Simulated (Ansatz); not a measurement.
Consider the hydrogenolysis of the Si–S bond: `[SiH3][SiH2][S][GaH2]` + H₂ → `[SiH3][SiH3]` + `[SH][GaH2]`.

Calculated with Ansatz (gas phase, PBE0-D4/def2-TZVP geometries, no zero-point term in ΔE). CBS: MP2 limit from def2 TZ/QZ plus the TZ coupled-cluster correction, frozen cores. This one scheme is used for every species. Functionals use def2-TZVPP. B3LYP here is the variant with VWN-RPA as its local correlation; programs differ in this. HSE06 is defined as in plane-wave codes. For Ga outer-core shells are correlated without core-valence functions, which leaves a few kJ/mol of doubt a bond. Scalar relativity is left out up to krypton. One conformer a species, not always the lowest.

```csv
level,ΔE (kJ/mol),difference from CCSD(T)/CBS
LDA (SPW92),35.0,-5.5
PBE-D4,41.5,1.0
revPBE-D4,46.6,6.1
r2SCAN-D4,39.2,-1.3
B97M-V,32.1,-8.4
B3LYP-D4,36.5,-4.0
r2SCANh-D4,38.7,-1.8
r2SCAN0-D4,37.9,-2.6
HSE06-D4,39.4,-1.1
BHLYP-D4,36.1,-4.4
CAM-B3LYP-D4,27.7,-12.8
ωB97X-V,31.8,-8.7
ωB97M-V,34.8,-5.7
B2PLYP,26.6,-13.9
PBE,29.1,-11.4
revPBE,24.1,-16.4
BLYP,14.5,-26.0
r2SCAN,36.0,-4.5
PBE0,28.3,-12.2
B3LYP,16.2,-24.3
r2SCANh,35.2,-5.3
r2SCAN0,33.9,-6.6
HSE06,28.6,-11.9
BHLYP,15.6,-24.9
CAM-B3LYP,15.5,-25.0
LC-ωPBE,25.9,-14.6
RPA@PBE/def2-TZVPP,27.8,-12.7
HF/def2-SVP,-1.3,-41.8
MP2/def2-SVP,27.2,-13.3
CCSD/def2-SVP,12.9,-27.6
CCSD(T)/def2-SVP,17.3,-23.2
HF/def2-TZVPP,5.8,-34.7
SCS-MP2/def2-TZVPP,34.9,-5.6
CCSD/def2-TZVPP,26.3,-14.2
CCSD(T)/def2-TZVPP,33.0,-7.5
HF/def2-QZVPP,5.5,-35.0
SCS-MP2/def2-QZVPP,38.9,-1.6
HF/CBS(def2),5.5,-35.0
MP2/CBS(def2),52.3,11.8
CCSD/CBS(def2),33.8,-6.7
CCSD(T)/CBS,40.5,0
```

Largest T1 diagnostic among the species: 0.014.

In def2-TZVPP, CCSD(T) changes the Hartree–Fock value by +27.2 kJ/mol (the triples alone add +6.7 kJ/mol) and MP2 by +39.0 kJ/mol. Leaving LDA and LC-ωPBE aside and taking each functional with its dispersion term where it has one, the values spread over 20.0 kJ/mol, from B2PLYP to revPBE-D4. LDA lies +5.9 kJ/mol from PBE without D4. The D4 term adds +20.3 kJ/mol with B3LYP and +11.2 kJ/mol with PBE0; it sums over pairs of atoms, weighted by their polarisabilities, and B3LYP, whose exchange is more repulsive, gets the larger term.

CCSD(T)/CBS has its own doubt, a few kJ/mol and more with outer-core shells, so smaller differences from it don't rank the levels.
